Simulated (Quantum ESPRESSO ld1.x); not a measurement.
Problem. The table gives one normalised radial function P(r) = r R(r) of Tb6+ in [Kr] 4d10 4f8 5s2 5p3 (r in bohr). Calculated with ld1.x of Quantum ESPRESSO 7.5: scalar-relativistic Kohn-Sham, LDA (Slater exchange, Perdew-Wang correlation), spin-polarised, spherical densities, point nucleus; open shells are filled with parallel spins first (spin-orbit coupling, left out, can overturn this in heavy ions).

| r | P |
|---|---|
| 0.00176 | 0.0742 |
| 0.002668 | 0.1000 |
| 0.004012 | 0.1291 |
| 0.006082 | 0.1577 |
| 0.009146 | 0.1729 |
| 0.01387 | 0.1538 |
| 0.02102 | 0.0724 |
| 0.03161 | -0.0773 |
| 0.04791 | -0.2401 |
| 0.07205 | -0.2446 |
| 0.1092 | 0.0524 |
| 0.1642 | 0.3850 |
| 0.249 | 0.1329 |
| 0.3774 | -0.5203 |
| 0.5676 | -0.2816 |
| 0.8604 | 0.7567 |
| 1.294 | 1.0234 |
| 1.961 | 0.4451 |
| 2.949 | 0.0630 |
| 4.471 | 0.0017 |

Which n and l does it have? It may be an empty orbital.

Solution. n = 5, l = 0: the number of nodes gives n - l - 1 = 4, the rise at small r (about r^(l+1), flatter next to the nucleus through relativity) gives l, and the extent must fit the shell. The curve is that of 5s down; the table hardly tells the two spins apart. 5s down: eigenvalue -119.01 eV, 4 radial nodes at r = 0.0261, 0.104, 0.270, 0.639 bohr, <r> = 1.25 bohr, 90 % of the charge inside 1.79 bohr.
